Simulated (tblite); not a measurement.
Species: C₄H₁₀FNSi₂.
Atom-mapped SMILES: `[N:1]#[C:2][CH2:3][SiH2:4][CH2:5][SiH2:6][CH2:7][F:8]` (hydrogens: H9, H10 on C3; H11, H12 on Si4; H13, H14 on C5; H15, H16 on Si6; H17, H18 on C7)

Cartesian coordinates in Å at the GFN2-xTB level; atoms count from 1:
```xyz
18
C4H10FNSi2 angstrom
N      2.8285   -0.7747   -2.0158
C      2.4199   -0.7172   -0.9473
C      1.8887   -0.6062    0.3699
Si     0.9394    1.0492    0.5841
C     -0.2193    1.3018   -0.9068
Si    -1.3049   -0.1708   -1.4235
C     -2.2404   -0.8101    0.1290
F     -1.3353   -1.3070    1.0534
H      2.7068   -0.6677    1.0877
H      1.2147   -1.4436    0.5512
H      0.2133    0.9737    1.8528
H      1.9187    2.1440    0.6338
H     -0.8556    2.1636   -0.7036
H      0.3913    1.5753   -1.7678
H     -0.5057   -1.2799   -1.9433
H     -2.3442    0.2388   -2.3763
H     -2.8037   -0.0303    0.6464
H     -2.9211   -1.6326   -0.1002
```

Calculated harmonic vibrations of the isolated species, GFN2-xTB (tblite), most abundant isotopes, no scaling. Errors from tens to a few hundred cm⁻¹ against measured bands are possible. Modes of hydrogen on silicon can be 10 to 20 % off. One conformer, not necessarily the lowest.

Harmonic wavenumbers (cm⁻¹): 39.2, 50.0, 71.4, 85.4, 111.8, 143.6, 171.1, 226.4, 280.1, 378.4, 441.6, 466.3, 486.7, 557.1, 566.8, 625.5, 627.2, 666.4, 680.3, 731.9, 736.2, 759.6, 764.0, 786.4, 799.8, 829.5, 1016.5, 1022.2, 1023.8, 1076.7, 1137.8, 1178.6, 1204.7, 1277.4, 1411.9, 1442.7, 1449.1, 2220.5, 2229.5, 2271.3, 2280.1, 2396.1, 2959.7, 2969.1, 2974.9, 2983.1, 2986.3, 2994.2.

A = 1753, B = 905.5, C = 847.3 MHz; mass 147.034 u (most abundant isotopes); point group C1, symmetry number 1.

Problem. Zero-point energy?

Solution. ½Σν̃ = 27294 cm⁻¹ = 326.52 kJ/mol.

Problem. Entropy at 400 K, 1 bar (ideal gas, RRHO, classical rotation)?

Solution. Translation 177.21, rotation 128.59, vibration 208.43: S = 514.2 J/(mol K).

Problem. And Cp and H(400 K) − H(0)?

Solution. Cp = 223.50 J/(mol K), of which vibrations give 190.24 (their classical limit is 48 R = 399.1); H(400 K) − H(0) = 54.38 kJ/mol without the zero-point energy, 41.08 from vibrations.

Problem. Blend soft modes into free rotors: weight 1/[1 + (100 cm⁻¹/ν̃)⁴] for the oscillator and the rest for a rotor with moment μB/(μ + B), μ = h/(8π²ν), B = 10⁻⁴⁴ kg m². What vibrational entropy results?

Solution. 186.20 J/(mol K) in place of 208.43, which changes −T·S at 400 K by +8.89 kJ/mol.

Problem. What must be added to the electronic energy to get the Gibbs energy at 400 K and 1 bar?

Solution. ZPE + [H(400 K) − H(0)] − T·S = 326.52 + 54.38 − 205.69 = 175.21 kJ/mol.

Hindered rotation and anharmonicity are outside this model. Other conformers, if any are populated, would add a mixing term that is left out. The structure is chiral; the term R ln 2 for an equal mix with its mirror image is left out.

The run took 0.71 s of wall time on one thread, Arm Neoverse V2 (aarch64), on a shared host. The figure is for the frequency step alone.
